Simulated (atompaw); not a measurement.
## Mn: one change to a PAW (atompaw) potential, before and after

manganese (Mn), PAW, made with atompaw 4.2.0.5 (PBEsol, scalar-relativistic). Core [Ne], reference 3s2 3p6 3d5 4s2 4p0. Waves: 3s (bound): rc 1.00 bohr; 4s (bound): rc 1.30 bohr; 3p (bound): rc 1.40 bohr; 4p (bound, empty): rc 1.75 bohr; 3d (bound): rc 1.50 bohr; 3d channel at 0.05 Ry: rc 1.75 bohr. Local part: bessel scheme, radius 1.30 bohr. Core correction: smooth core density matched at 1.20 bohr. Augmentation charge: gaussian compensation charge, radius 1.45 bohr; PAW radius 1.75 bohr; waves and projectors: custom rrkj gramschmidtortho.

All-electron outer shells of the reference configuration (PBEsol, scalar-relativistic, ld1.x):

```json
{"shell": "2s", "level (eV)": "-743.11", "outermost node (bohr)": "0.08", "outermost maximum (bohr)": "0.23"}
{"shell": "2p", "level (eV)": "-629.76", "outermost node (bohr)": "–", "outermost maximum (bohr)": "0.19"}
{"shell": "3s", "level (eV)": "-85.64", "outermost node (bohr)": "0.34", "outermost maximum (bohr)": "0.74"}
{"shell": "3p", "level (eV)": "-54.48", "outermost node (bohr)": "0.31", "outermost maximum (bohr)": "0.75"}
{"shell": "3d", "level (eV)": "-6.79", "outermost node (bohr)": "–", "outermost maximum (bohr)": "0.76"}
{"shell": "4s", "level (eV)": "-5.12", "outermost node (bohr)": "1.05", "outermost maximum (bohr)": "2.51"}
{"shell": "4p", "level (eV)": "-1.35", "outermost node (bohr)": "1.16", "outermost maximum (bohr)": "3.38"}
```

Change: wave 3d channel at 0.05 Ry: rc 1.75 bohr becomes 3d channel at 1.57 Ry: rc 1.75 bohr.

Cutoffs: the cutoffs (Ry, on a coarse ladder) from which the occupation-weighted sum of valence levels, in a spherical-Bessel basis at the reference potential, stays within 10 and 1 mRy of its value at 400 Ry; they do not see the model core or the augmentation charge, which bear on the density cutoff.

What does the change do?

The potential gets neither clearly harder nor softer (55 Ry and 100 Ry → 55 Ry and 100 Ry); the range in which the d phases agree widens (upper end 3.9 → at the end of the scan); neither file shows a bound ghost.

| quantity | base | changed |
| --- | --- | --- |
| cutoff, loose | 55 Ry | 55 Ry |
| cutoff, tight | 100 Ry | 100 Ry |
| loose cutoff by channel (10 mRy a level) | s 35 Ry, p 35 Ry, d 40 Ry | s 35 Ry, p 35 Ry, d 35 Ry |
| bound ghosts | none | none |
| s: phases at 1.75 bohr within 0.05 rad from the reference energy up to (Ry; the scan ends near 5) | to the end of the scan | to the end of the scan |
| p: phases at 1.75 bohr within 0.05 rad from the reference energy up to (Ry; the scan ends near 5) | to the end of the scan | to the end of the scan |
| d: phases at 1.75 bohr within 0.05 rad from the reference energy up to (Ry; the scan ends near 5) | 3.9 | to the end of the scan |
| lowest overlap eigenvalue by channel | s 0.08, p 0.09, d 0.39 | s 0.08, p 0.09, d 0.25 |

 The cutoffs see the waves, projectors and local potential, not the compensation charge or the core.
